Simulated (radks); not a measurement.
Results of a calculation; reference values are marked as such.
Coulomb parameter of the 5d shell of the mercury ion Hg3+ in the model configuration [Xe] 4f14 5d7.5 6p1.5, as a second difference U = [E(n + 0.5) + E(n - 0.5) - 2 E(n)] / (0.5)^2 with all orbitals relaxed. "Bare": the charge of the atom changes with n. "Screened": the 6p shell takes up the change at fixed total charge, which measures U(5d,5d) + U(6p,6p) - 2 U(5d,6p). Code: a radial shooting solver on a logarithmic mesh with Libxc functionals. Model: Dirac Kohn-Sham, PBE, spin-unpolarised, spherical densities, point nucleus; open shells are shared between the two j in proportion to 2j + 1.

start: configuration [Xe] 4f14 5d7.5 6p1.5; E - E(n) (eV) 0.000
bare +0.5: configuration [Xe] 4f14 5d8 6p1.5; E - E(n) (eV) -22.801
bare -0.5: configuration [Xe] 4f14 5d7 6p1.5; E - E(n) (eV) 26.406
screened +0.5: configuration [Xe] 4f14 5d8 6p1; E - E(n) (eV) -10.703
screened -0.5: configuration [Xe] 4f14 5d7 6p2; E - E(n) (eV) 11.354

U(bare) = 14.420 eV, U(screened by 6p) = 2.603 eV.
